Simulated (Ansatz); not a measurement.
The cluster Ir₂O₂⁺, relaxed as a quartet with UKS PBE-D4/def2-TZVP in Ansatz, starting from the PBE-D4/def2-TZVP geometry of the charge +1 doublet. Force threshold 0.02 eV/Å.

In the def2 sets Ir takes a core potential; there is no spin–orbit coupling. The structure comes from a short search, and lower isomers may exist.

Start:

| atom | x (Å) | y (Å) | z (Å) |
| --- | --- | --- | --- |
| Ir1 | -0.138 | -0.663 | -1.656 |
| Ir2 | -0.173 | 0.135 | 0.527 |
| O3 | -0.971 | 0.388 | 1.963 |
| O4 | 1.282 | 0.141 | -0.835 |

**Question.** Estimate the energy that the relaxation releases and the steps that it takes.

**Answer.** 0.13 eV, in 13 steps; 50 s on 4 threads of Intel Xeon on a shared host. The force fell under the threshold at step 6, but the optimiser went on and released 0.003 eV more. No frequencies were taken in this run, so the end may be a saddle point.

**Question.** Does the start keep its bonding and symmetry?

**Answer.** By distances, no bond broke or formed. The bond that changes most is Ir2–O4, from 1.99 to 1.89 Å (atoms count from 1).

**Question.** Predict the relaxed structure.

**Answer.** 
```xyz
4

Ir   -0.163   -0.663   -1.719
Ir   -0.099   -0.011    0.562
O    -0.966    0.472    1.921
O     1.228    0.202   -0.763
```
Bond lengths (bridged metal pairs left out): 3 × Ir–O 1.68 to 1.90 Å.
